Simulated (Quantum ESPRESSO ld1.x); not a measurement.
Results of a calculation; reference values are marked as such.
The mean radii <r> (bohr) of the occupied orbitals of an atom or ion are listed with their occupations. Level of theory: scalar-relativistic Kohn-Sham, LDA (Slater exchange, Perdew-Wang correlation), spin-polarised, spherical densities, point nucleus (ld1.x of Quantum ESPRESSO 7.5).

orbital  occ.      <r>
1s up       1  0.02725
1s down     1  0.02725
2s up       1   0.1172
2s down     1   0.1172
2p up       3   0.1025
2p down     3   0.1025
3s up       1   0.3131
3s down     1   0.3130
3p up       3   0.3106
3p down     3   0.3105
3d up       5   0.2860
3d down     5   0.2859
4s up       1   0.6951
4s down     1   0.6951
4p up       3   0.7248
4p down     3   0.7250
4d up       2   0.7670

Name the element and its charge. Open shells, if any, are filled with parallel spins first.

Answer. Z = 53, iodine, charge +15: I15+ in [Kr] 4d2. The 1s radius gives Z: for a bare nucleus <r> = (2 gamma + 1)/(2Z) with gamma = sqrt(1 - (Z/c)^2), 0.02683 bohr for Z = 53, and screening makes it slightly larger (0.02725 here). The occupations add up to 38, and the charge is Z minus that.
